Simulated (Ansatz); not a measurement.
Relaxation of C$_{2}$H$_{6}$Cl$_{3}$NSi (13 atoms, charge 0, multiplicity 1), to a largest force component of 0.02 eV/Å in at most 40 steps.

All numbers below come from RKS PBE0/STO-3G in Ansatz.

```xyz
13
Properties=species:S:1:pos:R:3:forces:R:3
Si 0.000 0.000 0.000 -1.22 1.98 -1.04
Cl 0.000 0.000 2.130 0.13 -0.18 -0.60
Cl 2.009 0.000 -0.709 -0.71 0.02 0.40
N -0.857 1.485 -0.606 1.96 -2.94 1.29
C -2.272 1.409 -0.998 0.00 -0.02 -0.09
H -2.825 0.778 -0.270 -0.11 0.21 -0.33
H -2.709 2.429 -1.010 0.09 -0.36 0.02
H -2.352 0.961 -2.011 -0.42 0.11 0.11
C -0.135 2.762 -0.704 -0.16 0.03 -0.04
H -0.244 3.171 -1.730 0.18 0.14 0.23
H -0.557 3.483 0.028 0.24 0.15 -0.19
H 0.940 2.598 -0.483 -0.35 0.17 -0.13
Cl -1.003 -1.738 -0.709 0.37 0.69 0.37
```

Task: Where does it end, and by what steps?

Result: It converged. Limits of this set-up: minimal basis. After 16 steps the energy has fallen by 0.408 eV; H7 moved furthest, 1.00 Å.

| step | energy less start (eV) | largest force component (eV/Å) | accepted |
| --- | --- | --- | --- |
| 0 | 0.0000 | 2.938 | yes |
| 1 | -0.2707 | 1.287 | yes |
| 2 | -0.3141 | 0.166 | yes |
| 3 | -0.3150 | 0.351 | yes |
| 4 | -0.3296 | 0.195 | yes |
| 5 | -0.3542 | 0.116 | yes |
| 6 | -0.3447 | 0.819 | no |
| 7 | -0.3658 | 0.095 | yes |
| 8 | -0.3756 | 0.232 | yes |
| 9 | -0.3737 | 0.590 | no |
| 10 | -0.3862 | 0.131 | yes |
| 11 | -0.3942 | 0.112 | yes |
| 12 | -0.4000 | 0.250 | yes |
| 13 | -0.4063 | 0.134 | yes |
| 14 | -0.4075 | 0.060 | yes |
| 15 | -0.4068 | 0.057 | no |
| 16 | -0.4078 | 0.012 | yes |

```xyz
13
Properties=species:S:1:pos:R:3
Si -0.049 0.076 0.076
Cl -0.226 0.244 2.169
Cl 1.996 0.030 -0.355
N -0.761 1.339 -0.839
C -2.238 1.404 -0.975
H -2.650 0.384 -1.021
H -2.718 1.946 -0.138
H -2.490 1.926 -1.913
C -0.105 2.670 -0.884
H -0.385 3.177 -1.822
H -0.402 3.318 -0.038
H 0.989 2.544 -0.867
Cl -0.966 -1.722 -0.466
```

Whether the end is a true minimum wasn't checked by a vibrational analysis.

The run took 63 s on 1 thread of Intel(R) Xeon(R) Platinum 8488C (Sapphire Rapids), with other jobs on the host, peak memory 0.18 GiB.
